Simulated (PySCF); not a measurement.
Telling isomers of C$_{5}$H$_{8}$NPSi apart by NMR

PySCF calculation with NMR shieldings at PBE0/pcSseg-1/GIAO and geometry: GFN2-xTB; fast rotation and ring inversion assumed for equivalent nuclei, a single conformation, isolated molecule, non-relativistic.

Chemical shifts δ = σref − σ; 1H, 13C vs TMS, all at this level. Splittings of carbon signals by F and P are missing where no couplings were computed. Where no couplings were computed, multiplicities follow the n + 1 count of equivalent neighbours, and m marks all less simple cases (inequivalent or close neighbours, rings, F or P nearby). Shifts are as computed. Against solution values, carbons near 30 ppm lie about +3 ppm off and those near 130 ppm about +5 ppm. Of 1309 compounds with measured shifts, 239 miss one by over three times the rms of a fit or turn the order of signals round; such compounds aren't used in these exercises.

(1) Tabulate the signals of `C#CC(=C)/C=N\[SiH2]P`, `C=C/C([SiH3])=P\CC#N`, `Cc1cncpc1[SiH3]` and their relative energies.

(2) What is the quickest way to tell C#CC(=C)/C=N\[SiH2]P from Cc1cncpc1[SiH3]?

(3) What is the quickest way to tell C#CC(=C)/C=N\[SiH2]P from C=C/C([SiH3])=P\CC#N?

(4) What is the quickest way to tell C=C/C([SiH3])=P\CC#N from Cc1cncpc1[SiH3]?

Results:

(1) 
| SMILES | carbon types | δC | δH | E rel. (kcal/mol) |
| --- | --- | --- | --- | --- |
| C#CC(=C)/C=N\[SiH2]P | 2×C 2×CH 1×CH2 | 176.4, 140.1, 133.3, 90.4, 86.4 | 8.87 (m, 1H), 6.28 (m, 1H), 6.27 (m, 1H), 5.75 (m, 2H), 2.83 (s, 1H), 1.15 (m, 2H) | 53.0 |
| C=C/C([SiH3])=P\CC#N | 2×C 1×CH 2×CH2 | 224.3, 152.8, 121.4, 121.3, 17.5 | 7.37 (m, 1H), 5.39 (m, 1H), 5.26 (m, 1H), 4.50 (m, 3H), 2.91 (m, 2H) | 35.0 |
| Cc1cncpc1[SiH3] | 2×C 2×CH 1×CH3 | 188.9, 181.9, 151.4, 143.5, 24.5 | 10.58 (m, 1H), 9.00 (m, 1H), 4.72 (m, 3H), 2.61 (s, 3H) | 0.0 |

Energies are electronic energies at PBE0/pcSseg-1 on these geometries, without zero-point or thermal terms, each for the one conformer computed, which needn't be the lowest.

(2) Both give the same number of carbon signals, but DEPT or the intensities differ. The first has a terminal =CH2 carbon at 140.1 ppm, the second a methyl carbon on an aromatic ring (CH3) at 24.5 ppm. Their most deshielded carbons lie at 176.4 and 188.9 ppm. In the proton spectra the most deshielded non-exchanging signals are 8.87 (m, 1H) and 10.58 (m, 1H).

(3) Both give the same number of carbon signals, but DEPT or the intensities differ. The first has a terminal alkyne carbon (CH) at 90.4 ppm, the second a carbon double-bonded to a heavier main-group atom (C) at 224.3 ppm. Their most deshielded carbons lie at 176.4 and 224.3 ppm. In the proton spectra the most deshielded non-exchanging signals are 8.87 (m, 1H) and 7.37 (m, 1H).

(4) Both give the same number of carbon signals, but DEPT or the intensities differ. The first has a terminal =CH2 carbon at 121.4 ppm, the second a methyl carbon on an aromatic ring (CH3) at 24.5 ppm. Their most deshielded carbons lie at 224.3 and 188.9 ppm. In the proton spectra the most deshielded non-exchanging signals are 7.37 (m, 1H) and 10.58 (m, 1H).
